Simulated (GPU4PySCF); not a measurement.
C7H18O3Si. Atoms are numbered in the order given.

```xyz
29

C     -2.5649    -2.5610     1.2559
C     -2.2891    -1.2999     0.4697
O     -0.9420    -1.3308     0.0024
Si    -0.1492    -0.0622    -0.6552
C     -0.6382     0.2955    -2.4024
O     -0.4673     1.2107     0.3377
C      0.0684     2.5144     0.1255
C     -0.1381     3.3430     1.3728
O      1.4437    -0.4249    -0.6800
C      2.1664    -0.8294     0.4848
C      3.6326    -0.9428     0.1368
H     -1.8980    -2.6249     2.1182
H     -3.5977    -2.5691     1.6132
H     -2.4054    -3.4426     0.6317
H     -2.9715    -1.2301    -0.3885
H     -2.4423    -0.4114     1.0933
H     -0.0672     1.1340    -2.8094
H     -0.4538    -0.5722    -3.0396
H     -1.6996     0.5485    -2.4702
H      1.1380     2.4458    -0.1166
H     -0.4351     2.9829    -0.7310
H      0.2545     4.3529     1.2305
H     -1.2016     3.4132     1.6101
H      0.3734     2.8868     2.2228
H      2.0152    -0.0951     1.2873
H      1.7738    -1.7904     0.8370
H      3.7786    -1.6757    -0.6592
H      4.2080    -1.2584     1.0106
H      4.0210     0.0184    -0.2066
```
Charge 0, spin multiplicity 1.

Coordinates come from a r2SCAN-D4/def2-TZVP optimisation. The isomer is the one that the SMILES or the coordinates give; other isomers of the formula were not compared. One conformer was computed; it need not be the lowest.

Calculation: SMD-ωB97X/6-31G* (GPU4PySCF).

Solvation free energies are E(SMD) − E(gas) at the gas-phase geometry, for 1 M in both phases. In vacuum the dipole moment is 1.25 D.

Task: Estimate the solvation free energies in water, chloroform, 1-octanol, diethylether. (Estimate from the structure and the level; the computed values follow.)

Result: 
```
solvent       ΔG(solv) (kcal/mol)  its non-electrostatic (CDS) part  dipole (D)
------------  -------------------  --------------------------------  ----------
water                        -2.8                               6.1        1.81
chloroform                   -6.8                              -2.8        1.53
1-octanol                    -6.8                               0.2        1.68
diethylether                 -6.6                              -3.5        1.49
```
